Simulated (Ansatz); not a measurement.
Basis-set extrapolation for `C[CH2][AlH][CH2]N` (PBE0-D4/def2-TZVP geometry, frozen core, Ansatz). Multiplicity 1, RHF reference.

|  | def2-TZVPP | def2-QZVPP |
| --- | --- | --- |
| HF | -415.845046 | -415.860774 |
| MP2 correlation | -0.829009 | -0.883561 |
| CCSD(T) correlation | -0.918408 | not run |

Energies in hartree. Use E(X) = E(∞) + A·exp(−7.88·√X) for Hartree–Fock and E(X) = E(∞) + B·X^(−2.97) for correlation, with X = 3 and 4, and add CCSD(T) minus MP2 of the smaller set to the MP2 limit.

Question: What is the CCSD(T) energy at the basis-set limit?

Answer: HF limit: -415.860774 + (-0.015728) × 0.13774 = -415.86294. MP2 limit: -0.883561 + (-0.054552) × 0.74074 = -0.92397. Higher-order term: -0.918408 − (-0.829009) = -0.08940. Total: -416.87631 hartree, 3.07 eV below CCSD(T)/def2-TZVPP.
